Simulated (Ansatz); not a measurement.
HP (SMILES [PH]), triplet, geometry from GFN2-xTB. Base run: Ansatz (an electronic-structure program) with BLYP/def2-SVP.

Input for Ansatz:
Ansatz 0.2 input:
```yaml
crystal:
  periodic: [false, false, false]
  atoms:
    - {symbol: P, position_ang: [-0.00000000, -0.00000000, -0.08742886]}
    - {symbol: H, position_ang: [0.00000000, 0.00000000, 1.31143294]}
basis:
  gaussian:
    orbitals: def2-SVP
hamiltonian:
  xc: blyp
magnetization: {spin_polarized: true, initial_magnetization: 2}
```

Variants of this job, named by their change:

```json
[
 {"change": "base", "E (Eh)": "-341.76340", "SCF-reference <S^2>": "2.004"},
 {"change": "functional = B2PLYP", "E (Eh)": "-341.63472", "SCF-reference <S^2>": "2.009"},
 {"change": "functional = b3lyp", "E (Eh)": "-341.78716", "SCF-reference <S^2>": "2.005"},
 {"change": "functional = pbe0; dispersion = d3bj", "E (Eh)": "-341.63750", "SCF-reference <S^2>": "2.007"},
 {"change": "functional = pbe", "E (Eh)": "-341.60318", "SCF-reference <S^2>": "2.005"},
 {"change": "functional = r2scan", "E (Eh)": "-341.74199", "SCF-reference <S^2>": "2.010"},
 {"change": "functional = PBE-QIDH", "E (Eh)": "-341.54071", "SCF-reference <S^2>": "2.013"},
 {"change": "functional = PBE0-DH", "E (Eh)": "-341.61361", "SCF-reference <S^2>": "2.010"},
 {"change": "functional = pbe0", "E (Eh)": "-341.63716", "SCF-reference <S^2>": "2.007"},
 {"change": "functional = BHLYP", "E (Eh)": "-341.77055", "SCF-reference <S^2>": "2.007"},
 {"change": "functional = wB97M-V", "E (Eh)": "-341.73807", "SCF-reference <S^2>": "2.003"},
 {"change": "functional = hf", "E (Eh)": "-341.17590", "SCF-reference <S^2>": "2.021"},
 {"change": "functional = lc_wpbe", "E (Eh)": "-341.66241", "SCF-reference <S^2>": "2.009"}
]
```

Total energies compare only within one method and basis.
